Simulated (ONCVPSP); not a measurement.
# Logarithmic derivatives: Rb, ONCV

ONCVPSP 4.0.1 input, shortened (lines: element, Z, core and valence counts, functional; n l f; lmax; l rc ep ncon nbas qcut; lloc lpopt rc5 dvloc0; l nproj debl; icmod fcfact rcfact), PBE, scalar-relativistic:

```
  Rb 37.00    8    1        4      upf
    1    0    2.00
    2    0    2.00
    2    1    6.00
    3    0    2.00
    3    1    6.00
    3    2   10.00
    4    0    2.00
    4    1    6.00
    5    0    1.00
    3
    0    3.60    0.00    4    7    2.00
    1    3.65    0.03    3    8    2.70
    2    3.60    0.23    3    6    2.50
    3    3.15    0.25    4    7    3.70
    4    5    2.35   -1.00
    0    2    3.80
    1    2    1.50
    2    2    0.80
    3    3    2.40
    2    0.50    0.90
```

The phase is arctan(r·R′/R) of the radial function R(r), unwrapped; energies in Ha, scanned from -2 to 5 Ha. A pole is an energy at which the radial function vanishes at the test radius. The pseudo phase is shifted by a multiple of π to meet the all-electron one at the reference energy, and phase errors are pseudo minus all-electron; the curves can meet again beyond the range given. Levels narrower than the energy grid can be missing from the lists of poles.

```
channel  radius (bohr)  reference energy (Ha)  poles, all-electron           poles, pseudo  unbroken range about the reference energy with phases within 0.05 rad  phase error 1 Ha above the reference energy (rad)
      s           3.66                  -0.08    -1.16, 0.65, 2.98  0.50, 1.59, 2.96, 4.80                                                            -1.1 to 0.4                                             -0.972
      p           3.70                   0.03    -0.56, 0.99, 3.32        0.85, 1.21, 2.89                                                            -0.3 to 0.3                                             -0.067
      d           3.66                   0.23     0.30, 1.77, 4.20              0.30, 1.93                                                             0.0 to 2.1                                             +0.003
      f           3.21                   0.25           1.33, 3.33              1.32, 3.33                                                        the whole range                                             -0.001
```

Note: no bound ghost flagged; GHOST(+) flagged for p at 31.2 eV, s at 129.2 eV, d at 379.8 eV.

Phases in the s channel:

```tsv
E (Ha)	all-electron	pseudo
-1.98	1.398	-1.742
-1.62	1.371	-1.766
-1.26	1.293	-1.804
-0.90	-1.850	-1.871
-0.54	-2.019	-2.035
-0.18	-2.899	-2.906
0.18	-4.408	-4.428
0.54	-4.669	-4.742
0.90	-4.800	-5.568
1.26	-5.002	-7.691
1.62	-6.587	-7.869
1.98	-7.612	-8.588
2.34	-7.754	-10.864
2.70	-7.818	-10.960
3.06	-7.863	-11.008
3.42	-7.908	-11.051
3.78	-7.974	-11.116
4.14	-8.155	-11.382
4.50	-10.043	-13.969
4.86	-10.788	-14.158
```
